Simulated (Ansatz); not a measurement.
Calculated with Ansatz (gas phase, PBE0-D4/def2-TZVP geometries, no zero-point term in ΔE). CBS: MP2 limit from def2 TZ/QZ plus the TZ coupled-cluster correction, frozen cores. Functionals use def2-TZVPP. B3LYP here is the variant with VWN-RPA as its local correlation; programs differ in this. HSE06 is defined as in plane-wave codes. For Ge outer-core shells are correlated without core-valence functions, which leaves a few kJ/mol of doubt a bond. Scalar relativity is left out up to krypton. Each species was taken in one conformer, which may not be the lowest.

`O[SiH2][GeH2][OH]` + `NC[SiH2]Cl` → `N[CH2][GeH2][OH]` + `O[SiH2][SiH2]Cl`  (redistribution)

```tsv
level	ΔE (kcal/mol)	difference from CCSD(T)/CBS
LDA (SPW92)	5.3	0.4
PBE-D4	5.0	0.1
revPBE-D4	4.9	0.0
BLYP-D4	5.6	0.7
r2SCAN-D4	5.4	0.5
B97M-V	5.2	0.3
B3LYP-D4	5.7	0.8
r2SCANh-D4	5.5	0.6
r2SCAN0-D4	5.6	0.7
HSE06-D4	5.1	0.2
BHLYP-D4	5.9	1.0
CAM-B3LYP-D4	5.9	1.0
ωB97M-V	6.3	1.4
B2PLYP	5.6	0.7
PBE-QIDH	5.2	0.3
PBE	5.0	0.1
revPBE	4.8	-0.1
BLYP	5.7	0.8
r2SCAN	5.5	0.6
PBE0	5.2	0.3
B3LYP	5.8	0.9
r2SCANh	5.5	0.6
r2SCAN0	5.6	0.7
HSE06	5.2	0.3
BHLYP	6.0	1.1
CAM-B3LYP	5.9	1.0
LC-ωPBE	5.3	0.4
HF/def2-SVP	5.7	0.8
MP2/def2-SVP	5.2	0.3
CCSD/def2-SVP	5.0	0.1
CCSD(T)/def2-SVP	4.9	0.0
HF/def2-TZVPP	5.7	0.8
MP2/def2-TZVPP	5.2	0.3
SCS-MP2/def2-TZVPP	5.1	0.2
CCSD(T)/def2-TZVPP	4.8	-0.1
HF/def2-QZVPP	5.8	0.9
MP2/def2-QZVPP	5.3	0.4
SCS-MP2/def2-QZVPP	5.2	0.3
HF/CBS(def2)	5.8	0.9
CCSD/CBS(def2)	5.0	0.1
CCSD(T)/CBS	4.9	0
```

Largest T1 diagnostic among the species: 0.012.

Leaving LDA and LC-ωPBE aside and taking each functional with its dispersion term where it has one, the values spread over 1.4 kcal/mol, from revPBE-D4 to ωB97M-V.
